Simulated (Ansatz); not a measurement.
The same path of ClGeH3 + H3N (9 atoms, charge 0, multiplicity 1) was run twice with different band settings. Lost on the way: Ge1–Cl2, N6–H9. Made: Ge1–N6, Cl2–H9.

Level of theory: RKS PBE-D4/def2-mTZVP (Ansatz).

Relaxed end points:

```xyz
9
Properties=species:S:1:pos:R:3
Ge 0.398 0.031 -0.073
Cl 0.616 -0.119 2.112
H 1.868 0.028 -0.574
H -0.283 1.370 -0.411
H -0.346 -1.217 -0.582
N -2.537 -0.010 1.014
H -3.261 -0.684 0.750
H -3.013 0.889 1.139
H -2.198 -0.287 1.940
```

```xyz
9
Properties=species:S:1:pos:R:3
Ge -0.401 0.034 -0.454
Cl -0.483 0.464 3.387
H 0.710 -0.950 -0.045
H 0.024 1.509 -0.344
H -0.957 -0.293 -1.862
N -1.768 -0.187 0.860
H -2.131 -1.143 0.907
H -2.566 0.440 0.720
H -1.184 0.126 2.146
```

Common settings: movable images 9; climbing image yes; optimiser quadratic models (default); start path through a guess of the saddle point; force threshold 0.05 eV/Å; iteration limit 60; end points relaxed.

| run | spring |
| --- | --- |
| 1 | 5.0 eV/Å² |
| 2 | 20.0 eV/Å² |

(1) What does each run give, and how far can it be trusted?

Results:

(1) Run 1: converged after 20 iterations, highest image 0.587 eV above the first end. A vibrational analysis at the climbing image gives one clearly imaginary mode, 82i cm⁻¹: a first-order saddle point.
Run 2: converged after 22 iterations, highest image 0.586 eV above the first end. Another band between the same ends (9 images) ends at a top of the same energy, where a vibrational analysis finds 1 clearly imaginary mode.
The orbitals stay closed-shell, which can raise the energy where a bond breaks towards radicals; this wasn't checked here.
